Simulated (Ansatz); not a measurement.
B₆H₂. Total charge 0; singlet. Geometry relaxed at PBE0-D4/def2-SVP.

| atom | x (Å) | y (Å) | z (Å) |
| --- | --- | --- | --- |
| B1 | -1.454 | -1.426 | -0.658 |
| B2 | -0.667 | 0.068 | -0.566 |
| B3 | 1.454 | 1.425 | 0.658 |
| B4 | 0.187 | 1.358 | -0.344 |
| B5 | -0.187 | -1.358 | 0.344 |
| B6 | 0.667 | -0.068 | 0.566 |
| H7 | -2.369 | -1.970 | -1.200 |
| H8 | 2.369 | 1.970 | 1.200 |

The restricted singlet is unstable towards broken spin symmetry in Hartree–Fock (as tested in another run); at PBE0-D4/def2-SVP this wasn't settled. The structure comes from a short search, and lower isomers may exist.

Problem. Estimate the harmonic wavenumbers at RKS PBE0-D4/def2-SVP (Ansatz, unscaled). Is this a minimum?

Solution. 122, 189, 303, 467, 573, 631, 692, 705, 738, 763, 780, 883, 962, 1059, 1320, 1434, 2753, 2755 cm⁻¹. Yes, no mode is imaginary beyond noise. Zero-point energy 102.4 kJ/mol. Run time 37 s (4 threads of Arm Neoverse V2 on a shared host).
